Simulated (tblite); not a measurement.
Q: What does the GFN2-xTB structure of `C([Si@H](N)[SiH2]N)#C[CH]N` [radical] look like in three dimensions? (Doublet state.)

A: 
Z-matrix in Å and degrees, rows numbered from 1:
```
N 
C   1  1.3861
C   2  1.3572  1  122.52
C   3  1.2313  2  175.78  1   -72.37
Si  4  1.8410  3  169.11  1   103.08
N   5  1.7371  4  114.56  3   122.71
Si  5  2.3028  4  111.45  3     0.71
N   7  1.7296  5  107.71  4   116.14
H   1  1.0094  2  114.75  3    18.05
H   1  1.0085  2  116.18  3   155.25
H   2  1.0790  1  116.31  3   173.70
H   5  1.4748  4  105.07  3  -125.42
H   6  1.0081  5  118.19  4    59.50
H   6  1.0078  5  117.60  4   -74.80
H   7  1.4678  5  115.65  4     1.52
H   7  1.4797  5  111.56  4  -118.62
H   8  1.0078  7  118.05  5    47.57
H   8  1.0078  7  118.70  5  -176.42
```

The C–C distances run from 1.231 Å (C3≡C4, drawn triple) to 1.357 Å (C2–C3, drawn single), a spread of 0.126 Å. N1 (nitrogen bonded to C and 2 H) is pyramidal (angles 116.2°, 114.8° and 114.4°, sum 345.3°, 0.25 Å off the plane of its three neighbours). Si5 (silicon bonded to C, N, Si and H) is distorted tetrahedral (angles from 102.7° to 115.8°). N6 (nitrogen bonded to Si and 2 H) is pyramidal (angles 118.2°, 117.6° and 109.1°, sum 344.9°, 0.27 Å off the plane of its three neighbours).

Structure optimised with GFN2-xTB, isolated species. This method treats the open shell by occupation alone, without spin polarisation.

Point group: C1 (no symmetry element, even within 0.4 Å). Its GFN2-xTB frequencies are all real (lowest 15 cm⁻¹). Torsions: C4–Si5–N6–H 59° and -75°, C4–Si5–Si7–N8 116°, Si5–Si7–N8–H 48° and -176°. 3 starts were optimised and ended at 0.00, 0.04 and 0.81 kcal/mol (GFN2-xTB); the lowest of these is shown.

One conformer stands for the species.

These are computed values.
